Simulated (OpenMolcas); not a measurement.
Pr4+ among 8 point charges of -0.5 e arranged as a cube (Oh).

```
Program             : OpenMolcas 26.06
Method              : CASSCF
Basis               : ANO-RCC-VDZP [7s6p4d2f1g]
Scalar Hamiltonian  : DKH2, point nucleus
Active space        : 1 electron in 7 orbitals (4f)
State averaging     : 2S+1 = 2 odd, 7 roots
Spin-orbit coupling : state interaction with AMFI integrals over the reference wave functions
```

All point charges move together. At R = 2.52 Å the width of the lowest J multiplet is 80 cm-1, and at R = 2.88 Å it is 43 cm-1.

Problem. A third run gives 58 cm-1. What distance was it run at?

Solution. With a power law R^-n the two known points give n = -ln(43 / 80) / ln(2.88 / 2.52) = 4.65. Then R = 2.52 × (80 / 58)^(1/4.65) = 2.700 Å. The run was at 2.7 Å, so the estimate is off by 0 Å.

This is an electrostatic model: the charges have no orbitals. No measured value stands beside these numbers.
